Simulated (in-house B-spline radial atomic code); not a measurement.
Values are calculated unless marked as measured or tabulated.
## What the choice of pseudopotential does to G0W0 on PBE: Yb²⁺

All numbers come from a B-spline radial code for spherical atoms, non-relativistic (model numbers for so heavy an element), configuration [Xe] 4f14, open shells at high spin. Semilocal Troullier-Martins pseudo-atoms, one channel per l, are made with PBE or LDA for several valence sets and radii, with or without a model core, and set against the all-electron atom. One channel fits only the lowest state of its l, so a second state of that l is approximate. All electrons give 4f: PBE -21.521 eV, G0W0 -30.14 eV. Potentials are made in the ion's own configuration unless the neutral atom is named, and a smooth local potential serves every l without a channel. Potentials that miss their own reference levels by more than 6 millihartree, or need radii over 3.5 bohr, are left out. Columns give pseudo minus all-electron, in eV; a dash marks a level in the core or of low weight.

| valence | made with | radii (bohr) | model core (bohr) | 4f PBE | 4f G0W0 |
| --- | --- | --- | --- | --- | --- |
| 5p 4f | PBE | s 2.49 p 1.02 d 1.45 f 1.29 | none | 0.00 | +8.15 |
| 5p 4f | PBE, neutral atom | s 3.40 p 1.27 d 1.97 f 1.61 | none | +0.25 | +7.62 |
| 5p 4f | PBE, neutral atom | s 3.40 p 1.47 d 2.26 f 1.85 | none | +0.24 | +6.94 |
| 5p 4f | PBE | s 2.80 p 1.15 d 1.63 f 1.45 | 0.71 | 0.00 | +7.77 |
| 5s 5p 4f | PBE, neutral atom | s 1.05 p 1.15 d 1.77 f 1.45 | none | -0.14 | +7.58 |
| 5s 5p 4f | PBE, neutral atom | s 1.34 p 1.47 d 2.26 f 1.85 | none | -0.12 | +6.50 |
| 5s 5p 4f | PBE | s 1.05 p 1.15 d 1.63 f 1.45 | 0.69 | 0.00 | +7.72 |
| 5s 5p 4f | PBE, neutral atom | s 1.17 p 1.27 d 1.97 f 1.61 | 0.69 | -0.09 | +7.17 |
| 4d 5s 5p 4f | PBE, neutral atom | s 1.05 p 1.15 d 0.44 f 1.45 | none | -0.14 | +3.42 |
| 4d 5s 5p 4f | PBE, neutral atom | s 1.17 p 1.27 d 0.49 f 1.61 | none | -0.09 | +3.45 |
| 4d 5s 5p 4f | PBE | s 1.34 p 1.47 d 0.57 f 1.85 | none | 0.00 | +3.57 |
| 4d 5s 5p 4f | PBE, neutral atom | s 1.05 p 1.15 d 0.44 f 1.45 | 0.32 | -0.14 | +3.42 |
| 4d 5s 5p 4f | PBE | s 1.17 p 1.27 d 0.49 f 1.61 | 0.32 | 0.00 | +3.55 |
| 4d 5s 5p 4f | PBE, neutral atom | s 1.52 p 1.66 d 0.64 f 2.10 | 0.32 | -0.24 | +3.33 |

Problem. How does the G0W0 shift of 4f, which all sets hold, depend on the valence set?

Solution. Mean size: 4d 5s 5p 4f: 3.46 eV; 5s 5p 4f: 7.24 eV; 5p 4f: 7.62 eV. The means mix radii and the functional used in making the potentials.
